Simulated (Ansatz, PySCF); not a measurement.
Gas-phase reaction (SMILES): Cl[Se]Cl + 2 [H][H] (H2) → 2 Cl (HCl) + [SeH2] (H2Se); energy of full hydrogenation.

Geometries: B3LYP-D3(BJ)/def2-TZVP minima from Ansatz (a quantum-chemistry and plane-wave program). Cores are frozen in the correlated levels unless marked. No spin-orbit coupling. The frozen core is the preceding noble-gas configuration, with the filled d and f shells of earlier blocks. No relativistic terms. CBS(X,Y): correlation extrapolated as X^-3; Hartree-Fock from the larger set. Thermal terms are rigid-rotor harmonic-oscillator values from B3LYP-D3(BJ) frequencies (PySCF) at 298.15 K and 1 atm. 1 Eh = 627.5095 kcal/mol.

```
species        E, CCSD(T)/CBS(def2-TZVPP,def2-QZVPP) (Ansatz) (Eh)  E, B3LYP-D3(BJ)/def2-TZVPD (Ansatz + dftd3) (Eh)  H - E (Eh)  G - E (Eh)
-------------  ---------------------------------------------------  ------------------------------------------------  ----------  ----------
Cl[Se]Cl                                               -3319.63112                                       -3322.06085     0.00721    -0.02640
[H][H] (H2)                                               -1.17455                                          -1.17983     0.01336    -0.00144
Cl (HCl)                                                -460.37962                                        -460.83744     0.01000    -0.01120
[SeH2] (H2Se)                                          -2401.27407                                       -2402.79178     0.01725    -0.00763
```

Task: Work out ΔE and ΔH, ΔG, ΔS and the equilibrium constant at 298.15 K at the first level, then ΔH at the second.

Result: 
1. ΔE = [2×(-460.37962) + (-2401.27407)] - [(-3319.63112) + 2×(-1.17455)] = -0.05309 Eh = -33.3 kcal/mol at CCSD(T)/CBS(def2-TZVPP,def2-QZVPP).
2. The terms H - E add up to 0.00332 Eh, so ΔH = (-0.05309 + (0.00332))×627.5095 = -31.2 kcal/mol.
3. The terms G - E add up to -0.00075 Eh, so ΔG = -33.8 kcal/mol, and ΔS = (0.00332 - (-0.00075))×627509.5/298.15 = 8.6 cal/(mol K).
4. log10 K = -ΔG/(RT ln 10) = 24.8, with RT ln 10 = 1.3642 kcal/mol.
5. At B3LYP-D3(BJ)/def2-TZVPD the same steps give ΔE = -29.0 and ΔH = -26.9 kcal/mol, a shift of +4.3 from the first level.
6. These values are not checked against measurement here, since the tables used lack a sound gas-phase enthalpy of formation for at least one species.
